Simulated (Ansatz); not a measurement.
## InNH2F2 (SMILES [NH2][In]([F])[F]): the energy, rung by rung

InNH2F2 has 6 atoms, charge 0, and is taken as a singlet. As SMILES, `[NH2][In]([F])[F]`. The shape was relaxed beforehand at r2SCAN/def2-SVP.

Each level gives the adiabatic ionisation energy (to the doublet cation, shapes relaxed at r2SCAN/def2-SVP, no zero-point term) (eV). The values are calculated.

```tsv
level	kind	program	value (eV)	less CCSD(T)/def2-SVP	CPU time (all runs)
HF/def2-SVP (core potential)	Hartree–Fock	Ansatz	8.10	-1.08	1.8 s
SVWN5/def2-SVP (core potential)	LDA	Ansatz	10.02	+0.84	2.9 s
BLYP/def2-SVP (core potential)	GGA	Ansatz	9.40	+0.22	5.4 s
B3LYP/def2-SVP (core potential)	global hybrid	Ansatz	9.58	+0.40	5.4 s
wB97M-V/def2-SVP (core potential)	range-separated hybrid	Ansatz	9.58	+0.40	25 s
B2PLYP/def2-SVP (core potential)	double hybrid	Ansatz	9.41	+0.23	7.2 s
RPA@PBE/def2-SVP (core potential)	RPA	Ansatz	9.30	+0.12	8.9 s
MP2/def2-SVP (core potential)	perturbation theory	Ansatz	9.30	+0.12	2.2 s
CCSD(T)/def2-SVP (core potential)	coupled cluster or CI	Ansatz	9.18	0.00	30 s
```

CCSD(T)/def2-SVP (core potential) is the highest level here, not the true value. Spin-orbit coupling, which can split open shells on such heavy atoms by tenths of an eV, is left out. The values span 8.10 to 10.02 eV. In the correlated wave-function rows the outer d shell of In is correlated, in sets not made for it. In so small a basis fixed costs decide the times, and correlated methods can beat functionals. CPU times are rough (shared hosts, several kinds of processor and program).
